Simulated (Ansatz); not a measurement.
Species: H₄O₂Si, SMILES `[SiH2](O)O` (H–O–Si–O torsion -66°, O–Si–O–H torsion -66°) (charge 0, multiplicity 1), formula H4O2Si.

Problem. How many basis functions does frozen-core CCSD(T)/def2-TZVPP // PBE0-D4/def2-TZVP (Ansatz, a program for electronic structure) use, how many core orbitals are frozen, and how many electrons are correlated?

Solution. 160 basis functions and 7 frozen orbitals, which leaves 20 correlated electrons. Core time is of the order of seconds.
